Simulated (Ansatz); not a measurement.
Cl₂HOSc, SMILES `[OH][Sc]([Cl])[Cl]` at its PBE0-D4/def2-TZVP geometry, where that method's forces vanish. The species carries charge 0 and has multiplicity 1.

```xyz
5

O     1.1934    0.5748    0.2819
Sc   -0.4155   -0.1990   -0.0991
Cl   -0.5947   -2.4876   -0.0822
Cl   -2.2189    1.1368   -0.5829
H     2.0356    0.9751    0.4823
```

What forces (eV/Å) does PBE-D4/def2-TZVPP give on these atoms in Ansatz? (Best estimate.)

The calculation gave: 
```
O1  -0.105 -0.048 -0.025
Sc2 -0.221 -0.106 -0.052
Cl3 -0.005 -0.153  0.003
Cl4 -0.117  0.095 -0.032
H5   0.448  0.213  0.106
```
